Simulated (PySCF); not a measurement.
Compound: C7H11PS.
Structure used (GFN2-xTB), in Å, numbered top down from 1:
```xyz
20
C7H11PS angstrom
C      4.057    0.143   -0.446
C      2.625    0.102   -0.630
C      1.424    0.066   -0.729
P     -0.306    0.017   -1.063
C     -0.819    1.366    0.127
C     -2.312    1.302    0.400
S     -2.760   -0.124    1.441
C     -2.221   -1.466    0.333
C     -0.727   -1.418    0.060
H      4.532    0.571   -1.328
H      4.440   -0.866   -0.292
H      4.307    0.752    0.423
H     -0.254    1.277    1.060
H     -0.572    2.328   -0.335
H     -2.884    1.232   -0.528
H     -2.649    2.175    0.960
H     -2.798   -1.388   -0.592
H     -2.500   -2.384    0.850
H     -0.419   -2.338   -0.447
H     -0.169   -1.337    0.997
```

Definitions: NICS(0) = −σiso at the ring centroid; NICS(1) = −σiso and NICS(1)zz = −σzz at ±1 Å along the ring normal z. Level: GIAO PBE0/pcSseg-1 (PySCF, non-relativistic, gas phase) on the GFN2-xTB geometry, one conformer.

Ring bond lengths (Å), with Mayer bond orders in brackets: P4–C5 1.871 (0.95), C5–C6 1.519 (1.00), C6–S7 1.822 (1.01), S7–C8 1.822 (1.01), C8–C9 1.519 (1.00), C9–P4 1.871 (0.95).

Problem. What do the NICS probes read (ppm)?

Solution. 
```tsv
ring	type	NICS(0)	NICS(1), two faces	NICS(1)zz, two faces	rms pucker (Å)	centre to ring atoms, mean (Å)
P4–C5–C6–S7–C8–C9	6-membered ring with P and S; formal bonds all single	-3.4	-3.1 / -1.6	2.9 / 6.3	0.32	1.64
```

Problem. What do they say, and how far can they be read as aromaticity?

Solution. 
- P4–C5–C6–S7–C8–C9: mean NICS(1)zz 4.6 ppm, deshielded. C5, C6, C8, C9 have four or more neighbours, and the NICS criterion for π rings isn't applied. The two faces differ by 3.4 ppm, so no symmetry operation interchanges them.

Problem. Give the inner angles of the rings and the Hirshfeld charges of the ring atoms.

Solution. 
- P4–C5–C6–S7–C8–C9: P4 96.3° (+0.171 e), C5 110.7° (-0.119 e), C6 112.2° (-0.076 e), S7 99.0° (-0.018 e), C8 112.2° (-0.076 e), C9 110.7° (-0.119 e); sum 641.0° against 720° for a flat convex ring.
